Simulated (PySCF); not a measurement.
# Bond curve of SrSi

Set-up: Sr def2-SVP with ECP28, Si def2-SVP; scalar-relativistic core potentials (PySCF 2.14). Energies in eV from Sr + Si in their ground configurations at the same level. State: ³Σ⁻ (triplet), unpaired electrons π ↑↑.

| R (Å) | PBEsol |
| --- | --- |
| 2.546 | -1.430 |
| 2.665 | -1.701 |
| 2.783 | -1.841 |
| 2.872 | -1.884 |
| 2.961 | -1.886 |
| 3.050 | -1.857 |
| 3.168 | -1.786 |
| 3.316 | -1.662 |
| 3.494 | -1.488 |
| 3.731 | -1.246 |

Q: Put a parabola through the three lowest points of the PBEsol curve and estimate Re, k and ωe (reduced mass 21.22 u; 1 eV/Å² = 0.16022 mdyn/Å; ωe = 1302.8·√(k/μ) cm⁻¹).

A: Through R = 2.872, 2.961, 3.05 Å the second-order coefficient is 1.96 eV/Å², so Re ≈ 2.922 Å, k ≈ 0.627 mdyn/Å and ωe ≈ 224 cm⁻¹. A polynomial fit of higher order to the unrounded PBEsol energies gives Re = 2.921 Å, k = 0.696 mdyn/Å, ωe = 236 cm⁻¹; anharmonicity and rounding make the difference.

The higher-order fit for each curve: PBEsol: Re = 2.921 Å, ωe = 236 cm⁻¹, De = 1.89 eV.

⟨S²⟩ is raised (SrSi 2.30), so spin contamination touches these numbers. ⟨S²⟩ of the unrestricted solution departs from its pure value on part of the curve, where spin states mix. Spin–orbit coupling is left out. The state is the lowest determinant that a PBE0 search found; another state may lie lower at other levels.
